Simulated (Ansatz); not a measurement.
Geometry optimisation, UKS PBE-D4/def2-TZVP (Ansatz).

input.yaml

```yaml
crystal:
  periodic: [false, false, false]
  atoms:
    - { symbol: C, position_ang: [-0.6266, -0.5919, -0.4101] }
    - { symbol: Sn, position_ang: [0.6081, 0.4586, 0.9636] }
    - { symbol: H, position_ang: [-0.5913, -1.6423, -0.3176] }
    - { symbol: H, position_ang: [-1.6546, -0.2523, -0.2257] }
    - { symbol: H, position_ang: [-0.4012, -0.2626, -1.4748] }
    - { symbol: H, position_ang: [-0.35478, 1.5234, 1.99685] }
    - { symbol: H, position_ang: [1.44842, -0.73045, 1.98317] }
magnetization:
  spin_polarized: true
  initial_magnetization: 1
basis:
  gaussian: { orbitals: def2-TZVP }
hamiltonian:
  xc: pbe
  dispersion: d4
relax:
  f_tol: 0.015
  max_steps: 40
```

Command:

```bash
$ ansatz run input.yaml --threads 2 --pin off --max-ram 3072MiB --backend cpu --events-out ev --progress --plain --runs-dir out
```

Where does it end, and by what steps?

It converged. The force dipped under the threshold on the way, but the program's further checks kept it going. After 20 steps the energy has fallen by 0.125 eV; H7 moved furthest, 0.63 Å.

```
step  energy less start (eV)  largest force component (eV/Å)  accepted
   0                  0.0000                           1.795       yes
   1                 -0.0845                           0.579       yes
   2                 -0.1069                           0.140       yes
   3                 -0.1093                           0.017       yes
   4                 -0.1099                           0.021       yes
   5                 -0.1099                           0.139       yes
   6                 -0.1110                           0.081       yes
   7                 -0.1134                           0.017       yes
   8                 -0.1145                           0.079       yes
   9                 -0.0980                           0.551        no
  10                 -0.1057                           0.223        no
  11                 -0.1165                           0.030       yes
  12                 -0.1191                           0.140       yes
  13                 -0.1207                           0.143       yes
  14                 -0.1231                           0.047       yes
  15                 -0.1238                           0.075       yes
  16                 -0.1227                           0.141        no
  17                 -0.1250                           0.034       yes
  18                 -0.1253                           0.013       yes
  19                 -0.1254                           0.018       yes
  20                 -0.1254                           0.012       yes
```

```xyz
7
Properties=species:S:1:pos:R:3
C -0.640 -0.594 -0.436
Sn 0.725 0.314 1.000
H -0.226 -1.543 -0.796
H -1.597 -0.778 0.071
H -0.797 0.086 -1.281
H 0.021 1.786 1.610
H 0.942 -0.769 2.347
```

Time of the run: 30 s on 2 threads of Intel(R) Xeon(R) Platinum 8488C (Sapphire Rapids), on a shared host, peak memory 0.21 GiB.
